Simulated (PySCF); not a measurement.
# Exercise with solution: oscillator strength and radiative lifetime

B(Me)(OH)(SMe) (C2H7BOS), SMILES OB(SC)C.

Coordinates come from a PBE-D3(BJ)/def2-SVP optimisation. The values are those of a single conformer.

PySCF with TDA-PBE/def2-SVPD puts the first singlet state with f over 0.02 at 6.09 eV (vertical), with the transition dipole (-0.346, -0.495, -0.895) in atomic units.

Question: Find the oscillator strength, the wavelength and the radiative lifetime that this transition would have in vacuum if emission retraced absorption.

Answer: 
|μ|² = 1.1658 au, so |μ| = 2.74 D. ΔE = 6.09/27.211 = 0.2238 hartree. f = (2/3) ΔE |μ|² = 0.174 (the program prints 0.174).
λ = 1239.84/6.09 = 204 nm; ν = 49119 cm⁻¹.
Einstein's coefficient A = 0.6670 ν² f s⁻¹ (ν in cm⁻¹) = 2.8e8 s⁻¹, so τ = 1/A = 3.6 ns. This state is S3; the lower singlets have f = 0.003, 0.001. The figure is the radiative limit of this one transition; relaxation, internal conversion, crossing to triplets and a medium change what is measured.
